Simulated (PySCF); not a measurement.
SMILES OB(O)c1ccccc1, GFN2-xTB optimised geometry.

```
16

O      2.73     1.06    -0.10
B      1.95    -0.05     0.00
O      2.56    -1.24     0.10
C      0.36    -0.01     0.00
C     -0.36    -1.20     0.00
C     -1.74    -1.20     0.00
C     -2.44     0.00     0.00
C     -1.74     1.19     0.00
C     -0.36     1.19     0.00
H      2.28     1.90    -0.18
H      3.52    -1.19     0.09
H      0.18    -2.13     0.00
H     -2.29    -2.13     0.00
H     -3.52     0.00     0.00
H     -2.27     2.13     0.00
H      0.17     2.13     0.00
```

Density from PySCF with PBE/def2-TZVP at that geometry.

Minimum of the electron density along straight lines between bonded atoms, close to the bond critical point (lines longer than 1.1 times the sum of covalent radii, or with two minima, are not listed):

| bond | length / Å | ρ at the minimum / e bohr⁻³ | ∇²ρ there / e bohr⁻⁵ | position (fraction from the first atom) |
|---|---|---|---|---|
| O1–B2 | 1.363 | 0.208 | [?] | 0.67 |
| B2–O3 | 1.351 | 0.216 | [?] | 0.33 |
| B2–C4 | 1.582 | 0.184 | -0.32 | 0.33 |
| C4–C5 | 1.396 | 0.311 | -0.88 | 0.50 |
| C5–C6 | 1.382 | 0.320 | -0.93 | 0.50 |
| C6–C7 | 1.385 | 0.318 | -0.92 | 0.50 |
| C7–C8 | 1.384 | 0.319 | -0.92 | 0.50 |
| C4–C9 | 1.396 | 0.311 | -0.87 | 0.49 |
| C8–C9 | 1.383 | 0.319 | -0.92 | 0.50 |
| O1–H10 | 0.955 | 0.365 | -2.49 | 0.80 |
| O3–H11 | 0.958 | 0.362 | -2.46 | 0.80 |
| C5–H12 | 1.079 | 0.288 | -1.02 | 0.65 |
| C6–H13 | 1.081 | 0.285 | -1.00 | 0.64 |
| C7–H14 | 1.081 | 0.285 | -1.00 | 0.64 |
| C8–H15 | 1.081 | 0.285 | -0.99 | 0.64 |
| C9–H16 | 1.083 | 0.282 | -0.97 | 0.64 |

Q: What belongs in the gaps?

A: 
- O1–B2, ∇²ρ there / e bohr⁻⁵: 0.89
- B2–O3, ∇²ρ there / e bohr⁻⁵: 0.96
